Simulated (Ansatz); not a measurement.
`[BH2][GeH2][OH]` + SiH₄ → `[BH2][GeH2][SiH3]` + H₂O at 500 K and 1 bar (formal exchange of groups at a Ge–O bond).

Calculated with Ansatz (gas phase, PBE0-D4/def2-TZVP geometries, no zero-point term in ΔE). CCSD(T)/CBS is the MP2 limit (def2-TZVPP, def2-QZVPP) plus CCSD(T) − MP2 in def2-TZVPP, frozen cores. This one scheme is used for every species. For Ge outer-core shells are correlated without core-valence functions, which leaves a few kJ/mol of doubt a bond. Scalar relativity is left out up to krypton. One conformer a species, not always the lowest.

```json
{"species": "`[BH2][GeH2][OH]`", "CCSD(T)/CBS energy (Eh)": "-2179.06509", "H − E (kJ/mol)": "167.3", "S (J/(mol·K))": "365.3"}
{"species": "SiH₄", "CCSD(T)/CBS energy (Eh)": "-291.46306", "H − E (kJ/mol)": "102.4", "S (J/(mol·K))": "230.9"}
{"species": "`[BH2][GeH2][SiH3]`", "CCSD(T)/CBS energy (Eh)": "-2394.15199", "H − E (kJ/mol)": "205.0", "S (J/(mol·K))": "410.9"}
{"species": "H₂O", "CCSD(T)/CBS energy (Eh)": "-76.37941", "H − E (kJ/mol)": "73.2", "S (J/(mol·K))": "206.3"}
```

H − E and S are ideal-gas, rigid-rotor, harmonic terms from PBE0-D4/def2-TZVP, for one conformer and one mirror image of each species. 1 Eh = 2625.50 kJ/mol, R = 8.31446 J/(mol·K).

Q: By hand: ΔE, ΔH, ΔS and ΔG.

A: ΔE = (-2394.15199) + (-76.37941) − (-2179.06509) − (-291.46306) = -0.00325 Eh = -8.5 kJ/mol. Δ(H − E) = 205.0 + 73.2 − 167.3 − 102.4 = 8.5, so ΔH = 0.0 kJ/mol. ΔS = 410.9 + 206.3 − 365.3 − 230.9 = 21.0 J/(mol·K). ΔG = 0.0 − 500 × (21.0)/1000 = -10.5 kJ/mol.

Q: By hand: the equilibrium constant, and the temperature at which ΔG would vanish if ΔH and ΔS stayed fixed.

A: log₁₀ K = −ΔG/(RT ln 10) = 1.1. With ΔH or ΔS at zero there is no such temperature.

TΔS isn't small against ΔH here. A doubt of 5 kJ/mol in ΔE shifts log₁₀ K by 0.5 here. Other conformers and mirror images would add mixing entropy, several J/(mol·K) or more a flexible species. These are equilibria of isolated gas molecules and say nothing of rates. Largest T1 diagnostic: 0.013 (customary marks: 0.02 for closed shells, 0.045 for open ones).
